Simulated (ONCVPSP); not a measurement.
**Which change was made? (Ba, ONCV)**

```json
{
 "Element": "barium (Ba)",
 "Generator": "ONCVPSP 4.0.1",
 "Type": "optimised norm-conserving Vanderbilt (ONCV)",
 "Functional": "PBE",
 "Relativity": "scalar-relativistic",
 "Frozen core": "[Kr] 4d10",
 "Valence charge": "10",
 "Reference configuration": "5s2 5p6 6s2",
 "Partial waves": "5s+6s: rc 3.10 bohr, ncon 3, nbas 7, qcut 4.4 1/bohr, 2 projectors; 5p: rc 2.85 bohr, ncon 4, nbas 7, qcut 5.3 1/bohr, 1 projector; d scattering state at 0.04 Ha: rc 3.35 bohr, ncon 4, nbas 7, qcut 3.1 1/bohr, 2 projectors, debl 1.2 Ha",
 "Local potential": "polynomial inside 1.85 bohr (lpopt 5, dvloc0 0 Ha)",
 "Core correction": "Teter function, fcfact 3.75, rcfact 1.2"
}
```

In the d channel the program set the typed energies aside and used -0.074, 1.126 Ha.

Cutoffs, loose and tight: the cutoffs (Ha) at which the residual kinetic energy of the hardest occupied pseudo-wave falls to 1 and 0.1 mHa per electron. They do not see the model core or the augmentation charge, which bear on the density cutoff. Test errors are all-electron minus pseudo excitation energies from the reference, over the configurations 5s2 5p6 6s1; 5s2 5p6 6s0; 5s2 5p6 6s1.5; 5s1 5p6 6s2; variants that change the core or the reference have their own tests.

The base gives: outcome: generated, projector energies reset by the program; cutoff, loose: 4.7 Ha; cutoff, tight: 8.6 Ha; bound ghosts: d; GHOST(+) flags above zero: s; largest test error (meV): -187.

Q: After one change the result is: outcome: generated, projector energies reset by the program; cutoff, loose: 7.0 Ha; cutoff, tight: 9.8 Ha; bound ghosts: none; GHOST(+) flags above zero: s, d; largest test error (meV): -167. Which change was it?
A. functional LDA (Perdew-Wang 92)
B. all radii but the core radius scaled by about 0.95 (s 2.94, p 2.70, d 3.18 bohr); local potential polynomial inside 1.76 bohr (lpopt 5, dvloc0 0 Ha)
C. p: rc 2.76

A: B. The others give: functional LDA (Perdew-Wang 92) → outcome: generated, projector energies reset by the program; cutoff, loose: 4.6 Ha; cutoff, tight: 8.3 Ha; bound ghosts: none; GHOST(+) flags above zero: s, d; largest test error (meV): -173 | p: rc 2.76 → outcome: generated, projector energies reset by the program; cutoff, loose: 6.1 Ha; cutoff, tight: 9.3 Ha; bound ghosts: d; GHOST(+) flags above zero: s; largest test error (meV): -197.
